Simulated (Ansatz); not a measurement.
Donor–acceptor adduct: BH3 (SMILES B) (first 4 atoms) with AsH3 (SMILES [AsH3]); geometry from B3LYP-D3(BJ)/def2-TZVP, rigid monomers moved along the line of their centres of mass till B1···As5 is 2.93 Å.
(charge 0, multiplicity 1):
```xyz
8

B     -0.0052    -0.0598     0.6296
H     -0.8662     0.7776     0.5787
H     -0.3529    -1.1824     0.3770
H      1.0665     0.2658     0.1928
As     0.5270    -0.2174     3.5037
H     -0.5951    -0.6073     4.4354
H      0.9997     1.0187     4.2301
H      1.5754    -1.1827     4.0022
```

Counterpoise-corrected where a basis set is named; no monomer relaxation.

Cores are frozen in the correlated methods. Filled d and f shells under p-block atoms count as core. CBS: X⁻³ extrapolation of the correlation energy, Hartree–Fock from the larger set.

Run with Ansatz (Gaussian orbitals). Values without a source in brackets are computed.

Question: What interaction energy does MP2/aug-cc-pVDZ give?

Answer: -10.5 kcal/mol

Question: Predict the interaction energy from CCSD(T)/CBS(aug-cc-pVDZ, aug-cc-pVTZ).

Answer: -11.2 kcal/mol

Question: Give the interaction energy at the level PBE0/def2-TZVPPD.

Answer: -12.4 kcal/mol

Ansatz is a program for electronic structure.
